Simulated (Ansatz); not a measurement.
Job for Ansatz (an electronic-structure program): U-CCSD(T)/cc-pVTZ on aminoborane (SMILES BN), a point of a bond scan (R = 1.007 Å).

Ansatz 0.2 input:
```yaml
crystal:
  periodic: [false, false, false]
  atoms:
    - {symbol: B, position_ang: [-0.77598333, 0.04477233, -0.00303336]}
    - {symbol: N, position_ang: [0.60927771, -0.03515382, 0.00238170]}
    - {symbol: H, position_ang: [-1.41381575, -0.96287333, -0.03105655]}
    - {symbol: H, position_ang: [-1.29389237, 1.11910141, 0.02047198]}
    - {symbol: H, position_ang: [1.20971392, 0.77280035, 0.02532482]}
    - {symbol: H, position_ang: [1.11296685, -0.90681330, -0.01624534]}
basis:
  gaussian:
    orbitals: cc-pVTZ
correlation: {method: ccsd_t, electrons: outside_noble_gas}
scf: {omitted_lower_state_checks: [cluster_reference]}
magnetization: {spin_polarized: true, initial_magnetization: 0}
```

The head of its log:

```
WARN ansatz: RAYON_NUM_THREADS=1 ignored (pool sized by the plan → 1); use --threads N
Functional definition: HF
these checks for a lower state are left out or cut short: cluster_reference
integrals: 0.27 GiB planned
655 factors; integrals over basis functions are off by at most 1.9e-3 eV
mean field: 0.23 GiB planned
mean field evaluation 1: about -2216.4878 eV, gradient 2.1e1 eV
mean field evaluation 2: about -2216.4890 eV, gradient 2.1e1 eV
mean field evaluation 4: about -2218.4313 eV, gradient 1.8e0 eV
mean field evaluation 8: about -2218.4518 eV, gradient 5.0e-4 eV
mean field -2218.45176900 eV, -81.5265987902 hartree, gradient 2.5e-6 eV, S^2 0.000000; 0 other end points of the search recorded, 0 dependent functions left out
2 core orbitals not correlated
reference -2218.45176900 eV, -81.5265987902 hartree; 6, 6 occupied and 108, 108 virtual orbitals, 655 factors
```

Question: Predict the final total energy.

Answer: -81.8893 hartree (reference determinant -81.5266, T1 diagnostic 0.013).
